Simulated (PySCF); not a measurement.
Relaxation of triplet Zn₂S

All numbers come from UPBE0/[S def2-SVP, Zn def2-SVP], no relativity, density fitting, PySCF. A (50,194) grid was used.

A hand-made linear start, of D∞h symmetry, held to at least that symmetry:

```xyz
3
charge 0 multiplicity 3, angstrom
S     0.0000    0.0000    0.0000
Zn    0.0000    0.0000    2.2100
Zn    0.0000    0.0000   -2.2100
```

(1) What does it relax to?

(2) How much energy is released, and in how many steps?

Answers

(1) It ends at D∞h with S–Zn 2.167 Å (×2); Zn–S–Zn 180.0°. A frequency run shows 2 imaginary modes (one degenerate set), down to 149i cm⁻¹, so it is a higher-order saddle point. Other isomers or separated fragments may lie lower.

(2) 2.2 kJ/mol in 3 steps.

The relaxation took roughly 24 core-seconds on a shared host.
